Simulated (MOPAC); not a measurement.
Job for MOPAC: PM6 on MgC+, 2S+1 = 4, a spin state set in the input, which need not be the lowest, a point of a bond scan (R = 1.991 Å). Charge +1.

```
PM6 1SCF PRECISE CHARGE=1 UHF MS=1.5 THREADS=1
CMg

C      0.00000000 1     0.00000000 1     0.00000000 1
Mg     0.00000000 1     0.00000000 1     1.99064000 1
```

The log:

```
*******************************************************************************
 **                                                                           **
 **                              MOPAC v23.2.5                                **
 **                                                                           **
 *******************************************************************************
 ** MOPAC's Digital Object Identifier: https://doi.org/10.5281/zenodo.6511958 **
 **                                                                           **
 ** Please cite the open-source release paper for use of this MOPAC version:  **
 ** J. E. Moussa and J. J. P. Stewart (2026)                                  **
 ** MOPAC: An open-source semiempirical molecular orbital program             **
 ** J. Open Source Softw., 11(119), 8025, https://doi.org/10.21105/joss.08025 **
 *******************************************************************************

                              PM6 CALCULATION RESULTS

 *******************************************************************************
 *  PM6        - The PM6 Hamiltonian to be used
 *  UHF        - UNRESTRICTED HARTREE-FOCK CALCULATION
 *
 *
 *
 *                 CHARGE ON SYSTEM = +1
 *
 *
 *
 *  MS=        - IN MECI, MAGNETIC COMPONENT OF SPIN =  1.5
 *  PRECISE    - TIGHTER CRITERIA TO BE USED
 *  1SCF       - DO 1 SCF AND THEN STOP
 *  THREADS=1  - MULTI-THREADING NOT USED
 *  T=         - A TIME OF 172800.0 SECONDS REQUESTED
 *  DUMP=N     - RESTART FILE WRITTEN EVERY 7200.0 SECONDS REQUESTED
 *******************************************************************************
PM6 1SCF PRECISE CHARGE=1 UHF MS=1.5 THREADS=1
 CMg

   ATOM   CHEMICAL          X               Y               Z
  NUMBER   SYMBOL      (ANGSTROMS)     (ANGSTROMS)     (ANGSTROMS)

     1       C          0.00000000  *   0.00000000  *   0.00000000  *
     2      Mg          0.00000000  *   0.00000000  *   1.99064000  *



          CARTESIAN COORDINATES

    NO.       ATOM           X           Y           Z

     1         C          0.0000      0.0000      0.0000
     2        Mg          0.0000      0.0000      1.9906

 General Reference for PM6:
 "Optimization of Parameters for Semiempirical Methods V: Modification of NDDO Approximations
 and Application to 70 Elements", J. J. P. Stewart, J. Mol. Mod., 13, 1173-1213 (2007)
 URL: https://link.springer.com/article/10.1007/s00894-007-0233-4

           Empirical Formula: C Mg  =     2 atoms



      MOLECULAR POINT GROUP   :   C*v


          UHF CALCULATION, NO. OF ALPHA ELECTRONS =    4
                           NO. OF BETA  ELECTRONS =    1

 -------------------------------------------------------------------------------
 PM6 1SCF PRECISE CHARGE=1 UHF MS=1.5 THREADS=1
 CMg



     1SCF WAS SPECIFIED, SO BFGS WAS NOT USED
     SCF FIELD WAS ACHIEVED


                              PM6 CALCULATION
                                                       MOPAC v23.2.5 Linux




          FINAL HEAT OF FORMATION =        338.83353 KCAL/MOL =    1417.67948 KJ/MOL


          COSMO AREA              =         75.29 SQUARE ANGSTROMS
          COSMO VOLUME            =         57.64 CUBIC ANGSTROMS

          IONIZATION POTENTIAL    =         14.523074 EV
          ALPHA SOMO LUMO (EV)    =        -14.523 -6.584
          BETA  SOMO LUMO (EV)    =        -20.706 -7.350
          NO. OF ALPHA ELECTRONS  =          4
          NO. OF BETA  ELECTRONS  =          1
          MOLECULAR WEIGHT        =         36.3160         POINT GROUP:  C*v

          MOLECULAR DIMENSIONS (Angstroms)

            Atom       Atom       Distance
           Mg     2    C     1     1.99064
           Mg     2    C     1     0.00000
            C     1   Mg     2     0.00000


          SCF CALCULATIONS        =          1





   ATOM   CHEMICAL          X               Y               Z
  NUMBER   SYMBOL      (ANGSTROMS)     (ANGSTROMS)     (ANGSTROMS)

     1       C          0.00000000  *   0.00000000  *   0.00000000  *
     2      Mg          0.00000000  *   0.00000000  *   1.99064000  *

                             CARTESIAN COORDINATES

   1    C        0.000000000     0.000000000     0.000000000
   2   Mg        0.000000000     0.000000000     1.990640000


           Empirical Formula: C Mg  =     2 atoms



      MOLECULAR POINT GROUP   :   C*v


          ALPHA EIGENVALUES
 -23.07013 -15.30059 -14.52307 -14.52307  -6.58412  -4.09185  -4.09185  -2.74227


           BETA EIGENVALUES
 -20.70607  -7.34988  -4.00132  -4.00132  -3.52735  -2.47425  -2.47425  -2.08157


              NET ATOMIC CHARGES AND DIPOLE CONTRIBUTIONS

  ATOM NO.   TYPE          CHARGE      No. of ELECS.   s-Pop       p-Pop
    1          C          -0.136347        4.1363     1.54826     2.58809
    2         Mg           1.136347        0.8637     0.77919     0.08447
 DIPOLE           X         Y         Z       TOTAL
 POINT-CHG.     0.000     0.000     4.466     4.466
 HYBRID         0.000     0.000     1.172     1.172
 SUM            0.000     0.000     5.638     5.638


          ATOMIC ORBITAL ELECTRON POPULATIONS

     Atom    s        px        py        pz
    1  C   1.54826   0.99372   0.99372   0.60065
    2 Mg   0.77919   0.00628   0.00628   0.07190


                    (SZ)    =    1.500000
                    (S**2)  =    3.753620


          ATOMIC ORBITAL SPIN POPULATIONS

    Atom   Total    s     px     py     pz
         Atomic
    1  C  2.7279  0.278  0.994  0.994  0.462
    2 Mg  0.2721  0.275  0.006  0.006 -0.016

 **********************
 *                    *
 * JOB ENDED NORMALLY *
 *                    *
 **********************




 == MOPAC DONE ==
```

The run finished.

Cost: roughly 0.020 core-seconds.
